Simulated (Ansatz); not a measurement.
`CC(C)BO` → `CBOCC`  (isomerisation)

Gas-phase electronic energies from Ansatz, PBE0-D4/def2-TZVP geometries. CCSD(T)/CBS adds triple-zeta CCSD(T) − MP2 to the extrapolated MP2 energy (def2 sets, frozen cores). Functionals use def2-TZVPP. B3LYP here is the variant with VWN-RPA as its local correlation; programs differ in this. Each species was taken in one conformer, which may not be the lowest.

CCSD(T)/CBS gives +0.22 eV.

(1) Another level gave +0.13 eV. Which?
A. ωB97M-V/def2-TZVPP
B. B3LYP-D4/def2-TZVPP
C. MP2/def2-TZVPP
D. B3LYP/def2-TZVPP

Largest T1 diagnostic among the species: 0.012.

Answers

(1) B. B3LYP-D4 0.13, B3LYP 0.09, ωB97M-V 0.19, MP2/def2-TZVPP 0.27 eV.

In def2-TZVPP, CCSD(T) changes the Hartree–Fock value by +0.15 eV (the triples alone add +0.01 eV) and MP2 by +0.20 eV. From BLYP to BHLYP (50 % exact exchange), in def2-TZVPP and without D4, ΔE moves by +0.04 eV.
